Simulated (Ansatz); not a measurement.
A nudged elastic band was laid between two geometries of ClH7O2Si3 + FH (15 atoms, charge 0, multiplicity 1).

The calculation used Ansatz, RKS PBE/6-31G*.

```
movable images  : 7
climbing image  : yes
spring          : 5.0 eV/Å²
optimiser       : quadratic models (default)
start path      : through a guess of the saddle point
force threshold : 0.05 eV/Å
iteration limit : 60
end points      : relaxed
```

Initial state:

```xyz
15
Properties=species:S:1:pos:R:3
Si -0.226 -0.212 0.523
H 0.316 -0.075 1.892
Cl 1.281 -0.809 -0.762
O -0.833 1.259 0.011
Si -2.151 1.597 -1.010
H -3.439 1.393 -0.277
H -2.001 3.032 -1.399
H -2.108 0.724 -2.225
O -1.476 -1.284 0.448
Si -1.800 -2.932 0.361
H -1.112 -3.656 1.479
H -3.281 -3.089 0.489
H -1.337 -3.488 -0.950
F 1.246 2.556 0.992
H 0.416 2.387 0.550
```

Final state:

```xyz
15
Properties=species:S:1:pos:R:3
Si -0.156 -0.071 -0.528
H 0.529 1.372 3.796
Cl 1.016 -0.842 -2.032
O -0.869 1.309 -1.024
Si -2.423 1.816 -1.423
H -3.305 1.807 -0.212
H -2.298 3.208 -1.951
H -3.012 0.921 -2.470
O -1.285 -1.156 -0.061
Si -1.485 -2.747 0.448
H -1.008 -2.896 1.859
H -2.948 -3.045 0.369
H -0.722 -3.678 -0.443
F 0.829 0.275 0.700
H 0.631 1.132 3.092
```

(1) Which bonds break or form, and what moves?

(2) Give the energies along the band, and the barrier.

(3) What is the geometry of the highest image?

Answers

(1) Bonds broken: Si1–H2, F14–H15. Bonds formed: Si1–F14, H2–H15. ClH7O2Si3 + FH becomes ClFH6O2Si3 + H2.

(2) It converged. The highest image is number 4 of 0 to 8, 118.2 kJ/mol above the first end and 251.0 kJ/mol above the last; the last end lies 132.8 kJ/mol below the first. Neighbouring images differ by up to 2.1 eV, so the band resolves the path poorly. A vibrational analysis at the climbing image gives one clearly imaginary mode, 907i cm⁻¹: a first-order saddle point. The orbitals stay closed-shell, which can raise the energy where a bond breaks towards radicals; this wasn't checked here.

```
image  path coordinate (Å)  energy (kJ/mol)  Si1–H2 (Å)  F14–H15 (Å)  Si1–F14 (Å)
    0                 0.00              0.0        1.48         0.96         3.17
    1                 1.31              1.3        1.48         0.96         3.13
    2                 2.62             19.7        1.48         0.94         3.09
    3                 3.93             34.3        1.50         0.95         2.92
    4                 5.25            118.2        1.69         1.18         1.92
    5                 6.73            -86.2        2.80         1.92         1.62
    6                 8.21           -130.4        3.99         2.43         1.61
    7                 9.68           -133.0        4.52         2.56         1.61
    8                11.16           -132.8        4.61         2.55         1.61
```

(3) 
```xyz
15
Properties=species:S:1:pos:R:3:forces:R:3
Si -0.040 0.226 0.101 0.02 -0.02 0.01
H 0.004 -0.241 1.721 0.00 0.00 0.00
Cl 1.546 -0.447 -1.044 0.00 0.00 0.00
O -0.868 1.554 -0.416 0.00 -0.01 -0.01
Si -2.373 1.609 -1.192 0.00 0.00 0.00
H -3.461 1.105 -0.294 0.00 0.00 0.00
H -2.610 3.054 -1.498 0.00 0.00 0.00
H -2.358 0.820 -2.465 0.00 0.00 0.00
O -1.181 -0.979 -0.118 -0.05 0.04 0.01
Si -1.620 -2.479 0.480 0.02 -0.02 0.00
H -1.181 -2.610 1.912 0.00 0.00 0.00
H -3.111 -2.583 0.407 0.00 0.00 0.00
H -0.996 -3.576 -0.327 0.01 0.00 0.00
F 1.114 1.395 1.088 0.00 0.00 0.00
H 0.632 0.559 1.766 0.00 0.01 0.00
```

Time of the run: 9.8 min on 4 threads of Arm Neoverse V1 (shared host), peak memory 0.22 GiB.
